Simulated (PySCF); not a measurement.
CH₃Cl₂FSn, singlet, geometry from GFN2-xTB (such geometries of metal compounds can be far from the true shape) (all electrons, no relativity), with bond 4-2 at 2.4 times its length; CASSCF(6,4)/STO-3G in PySCF.

PySCF was given this input:
```python
from pyscf import gto, scf, mcscf
import numpy

mol = gto.Mole()
mol.atom = '''
    C    -2.37979987   -0.32823538    0.11522806
    Sn   -0.18655551   -0.06171369    0.10355316
    F     0.38723897   -0.67303466    1.91808560
    Cl    1.75016867    5.12134765   -0.23332949
    Cl    1.03912498   -1.37949928   -1.34478374
    H    -2.57503945   -1.39092127    0.04401514
    H    -2.77219865    0.20994797   -0.73835947
    H    -2.74348211    0.08065101    1.04971920
'''
mol.basis = 'sto-3g'
mol.verbose = 4
mol.build()

mf = scf.RHF(mol)
mf.kernel()
mc = mcscf.CASSCF(mf, 4, 6)
mc.fix_spin_(ss=0.0)
mc.kernel()
occ = numpy.linalg.eigvalsh(mc.fcisolver.make_rdm1(mc.ci, mc.ncas, mc.nelecas))[::-1]
ss = mc.fcisolver.spin_square(mc.ci, mc.ncas, mc.nelecas)[0]
print('natural occupations', occ.round(4), ' <S^2>', round(ss, 4))
```

Question: Write the output that PySCF gives for this input, abridged.

Answer: 
```
PySCF version 2.14.0

[INPUT] verbose = 4
[INPUT] num. atoms = 8
[INPUT] num. electrons = 102
[INPUT] charge = 0
[INPUT] spin (= nelec alpha-beta = 2S) = 0
[INPUT] symmetry False subgroup None
[INPUT] Mole.unit = angstrom
[INPUT] Symbol           X                Y                Z      unit          X                Y                Z       unit  Magmom
[...]
nuclear repulsion = 609.761146156105
number of shells = 30
number of NR pGTOs = 174
number of NR cGTOs = 58
basis = sto-3g
ecp = {}

******** <class 'pyscf.scf.hf.RHF'> ********
method = RHF
initial guess = minao
damping factor = 0
level_shift factor = 0
DIIS = <class 'pyscf.scf.diis.CDIIS'>
diis_start_cycle = 1
diis_space = 8
diis_damp = 0
SCF conv_tol = 1e-09
SCF conv_tol_grad = None
SCF max_cycles = 50
direct_scf = True
direct_scf_tol = 1e-13
Set gradient conv threshold to 3.16228e-05
Initial guess from minao.
init E= -6991.52477243564
[...]
cycle= 1 E= -7009.34529672765  delta_E= -17.8  |g|= 0.471  |ddm|=  3.1

WARN: HOMO -0.0404066100915168 == LUMO -0.0403434784777285

cycle= 2 E= -7009.03690006078  delta_E= 0.308  |g|= 0.46  |ddm|= 3.57
[...]
cycle= 3 E= -7009.48403894626  delta_E= -0.447  |g|= 0.119  |ddm|= 3.63
[...]
cycle= 4 E= -7009.49320812212  delta_E= -0.00917  |g|= 0.0517  |ddm|= 0.245
[...]
cycle= 5 E= -7009.09333845541  delta_E=  0.4  |g|= 0.229  |ddm|= 3.51
[...]
cycle= 6 E= -7009.4963609044  delta_E= -0.403  |g|= 0.0402  |ddm|=  3.5
[...]
cycle= 7 E= -7009.53064162373  delta_E= -0.0343  |g|= 0.0293  |ddm|= 1.28
[...]
cycle= 8 E= -7009.52997857544  delta_E= 0.000663  |g|= 0.0505  |ddm|= 0.398
[...]
cycle= 9 E= -7009.50811453078  delta_E= 0.0219  |g|= 0.146  |ddm|= 0.477
[...]
cycle= 10 E= -7009.4587345187  delta_E= 0.0494  |g|= 0.253  |ddm|= 0.523
[...]
cycle= 11 E= -7009.46131807247  delta_E= -0.00258  |g|= 0.249  |ddm|= 0.0292
[...]
cycle= 12 E= -7009.47717406268  delta_E= -0.0159  |g|= 0.221  |ddm|= 0.131
[...]
cycle= 13 E= -7009.4988017207  delta_E= -0.0216  |g|= 0.173  |ddm|= 0.395
[...]
cycle= 14 E= -7009.48959342127  delta_E= 0.00921  |g|= 0.195  |ddm|= 0.114
[...]
cycle= 15 E= -7009.52949534781  delta_E= -0.0399  |g|= 0.0503  |ddm|= 0.634
[...]
cycle= 16 E= -7009.53206927467  delta_E= -0.00257  |g|= 0.0196  |ddm|= 0.372
[...]
cycle= 17 E= -7009.53264130963  delta_E= -0.000572  |g|= 0.00257  |ddm|= 0.131
[...]
cycle= 18 E= -7009.5326558039  delta_E= -1.45e-05  |g|= 0.000863  |ddm|= 0.0244
[...]
cycle= 19 E= -7009.53266380754  delta_E= -8e-06  |g|= 0.000695  |ddm|= 0.019
[...]
cycle= 20 E= -7009.53267376207  delta_E= -9.95e-06  |g|= 0.000757  |ddm|= 0.0252
[...]
cycle= 21 E= -7009.53268207121  delta_E= -8.31e-06  |g|= 0.000858  |ddm|= 0.0219
[...]
cycle= 22 E= -7009.53270275618  delta_E= -2.07e-05  |g|= 0.000702  |ddm|= 0.0508
[...]
cycle= 23 E= -7009.53270145747  delta_E= 1.3e-06  |g|= 0.000762  |ddm|= 0.00502
[...]
cycle= 24 E= -7009.53267909408  delta_E= 2.24e-05  |g|= 0.000852  |ddm|= 0.0663
[...]
cycle= 25 E= -7009.53270622021  delta_E= -2.71e-05  |g|= 0.000877  |ddm|= 0.0721
[...]
cycle= 26 E= -7009.52834753196  delta_E= 0.00436  |g|= 0.0569  |ddm|= 0.715
[...]
cycle= 27 E= -7009.53270087797  delta_E= -0.00435  |g|= 0.00131  |ddm|= 0.724
[...]
cycle= 28 E= -7009.53273115842  delta_E= -3.03e-05  |g|= 0.00099  |ddm|= 0.0728
[...]
cycle= 29 E= -7009.53270489415  delta_E= 2.63e-05  |g|= 0.000892  |ddm|= 0.0667
[...]
cycle= 30 E= -7009.5326227249  delta_E= 8.22e-05  |g|= 0.00337  |ddm|= 0.164
[...]
cycle= 31 E= -7009.53274760265  delta_E= -0.000125  |g|= 0.00367  |ddm|= 0.325
[...]
cycle= 32 E= -7009.36750771686  delta_E= 0.165  |g|= 0.336  |ddm|= 2.08
[...]
cycle= 33 E= -7009.37870436119  delta_E= -0.0112  |g|= 0.329  |ddm|= 0.0704
[...]
cycle= 34 E= -7009.38279794526  delta_E= -0.00409  |g|= 0.326  |ddm|= 0.0259
[...]
cycle= 35 E= -7009.38453305945  delta_E= -0.00174  |g|= 0.325  |ddm|= 0.0104
[...]
cycle= 36 E= -7009.40239564936  delta_E= -0.0179  |g|= 0.31  |ddm|= 0.113
[...]
cycle= 37 E= -7009.53258025613  delta_E= -0.13  |g|= 0.0128  |ddm|= 1.76
[...]
cycle= 38 E= -7009.53262222916  delta_E= -4.2e-05  |g|= 0.0113  |ddm|= 0.0451
[...]
cycle= 39 E= -7009.53275437167  delta_E= -0.000132  |g|= 0.00387  |ddm|= 0.155
[...]
cycle= 40 E= -7009.53282864679  delta_E= -7.43e-05  |g|= 0.00143  |ddm|= 0.137
[...]
cycle= 41 E= -7009.53281951495  delta_E= 9.13e-06  |g|= 0.00782  |ddm|= 0.248
[...]
cycle= 42 E= -7009.53286530177  delta_E= -4.58e-05  |g|= 0.00718  |ddm|=  0.1
[...]
cycle= 43 E= -7009.52121939805  delta_E= 0.0116  |g|= 0.0946  |ddm|= 0.804
[...]
cycle= 44 E= -7009.53145967288  delta_E= -0.0102  |g|= 0.0329  |ddm|= 0.331
[...]
cycle= 45 E= -7009.53297505119  delta_E= -0.00152  |g|= 0.00471  |ddm|= 0.37
[...]
cycle= 46 E= -7009.50161991772  delta_E= 0.0314  |g|= 0.159  |ddm|= 1.01
[...]
cycle= 47 E= -7009.5149985114  delta_E= -0.0134  |g|= 0.119  |ddm|= 0.186
[...]
cycle= 48 E= -7009.51062921975  delta_E= 0.00437  |g|= 0.133  |ddm|= 0.0672
[...]
cycle= 49 E= -7009.52935542124  delta_E= -0.0187  |g|= 0.0511  |ddm|= 0.45
[...]
cycle= 50 E= -7009.53253396514  delta_E= -0.00318  |g|= 0.0186  |ddm|= 0.223
SCF not converged.
SCF energy = -7009.53253396514

******** <class 'pyscf.mcscf.mc1step.CASSCF'> ********
CAS (3e+3e, 4o), ncore = 48, nvir = 6
max_cycle_macro = 50
max_cycle_micro = 4
conv_tol = 1e-07
conv_tol_grad = None
orbital rotation max_stepsize = 0.02
orbital rotation threshold for CI restart = 0.01
augmented hessian ah_max_cycle = 30
augmented hessian ah_conv_tol = 1e-12
augmented hessian ah_linear dependence = 1e-14
augmented hessian ah_level shift = 1e-08
augmented hessian ah_start_tol = 2.5
augmented hessian ah_start_cycle = 3
augmented hessian ah_grad_trust_region = 3
kf_trust_region = 3
kf_interval = 4
ci_response_space = 4
ci_grad_trust_region = 3
with_dep4 0
natorb = False
canonicalization = True
sorting_mo_energy = False
ao2mo_level = 2
internal_rotation = False
******** <class 'pyscf.fci.addons.SpinPenaltyFCISolver'> ********
max. cycles = 50
conv_tol = 1e-08
davidson only = True
linear dependence = 1e-12
level shift = 0.001
max iter space = 12
nroots = 1
pspace_size = 400
spin = None
CASCI E = -7009.66128290396  S^2 = 0.0000000
Set conv_tol_grad to 0.000316228
macro iter   1 ( 20 JK    4 micro), CASSCF E = -7009.66823049536  dE = -6.94759140e-03  S^2 = 0.0000000
               |grad[o]|=0.077  |grad[c]|=0.008  |ddm|=0.000939  |maxRot[o]|=0.0596
macro iter   2 (  9 JK    3 micro), CASSCF E = -7009.66823255693  dE = -2.06157165e-06  S^2 = 0.0000000
               |grad[o]|=0.00272  |grad[c]|=0.00195  |ddm|=0.000609  |maxRot[o]|=0.0499
macro iter   3 (  5 JK    2 micro), CASSCF E = -7009.66823276022  dE = -2.03289346e-07  S^2 = 0.0000000
               |grad[o]|=0.000587  |grad[c]|=0.000224  |ddm|=9.29e-05  |maxRot[o]|= 0.03
macro iter   4 (  3 JK    1 micro), CASSCF E = -7009.66823280988  dE = -4.96593202e-08  S^2 = 0.0000000
               |grad[o]|=0.000229  |grad[c]|=2.43e-05  |ddm|=5.36e-05  |maxRot[o]|= 0.02
macro iter   5 (  3 JK    1 micro), CASSCF E = -7009.66823281185  dE = -1.96723704e-09  S^2 = 0.0000000
               |grad[o]|=3.58e-05  |grad[c]|=1.5e-05  |ddm|=5.91e-05  |maxRot[o]|=0.00208
1-step CASSCF converged in   5 macro ( 40 JK  11 micro) steps
CASSCF canonicalization
Density matrix diagonal elements [1.9989616  1.02167874 1.72374602 1.25561364]
CASSCF energy = -7009.66823281185
CASCI E = -7009.66823281185  E(CI) = -8.04369819887415  S^2 = 0.0000000
natural occupations [2.     2.     1.0008 0.9992]  <S^2> 0.0
```

Convergence was not reached.
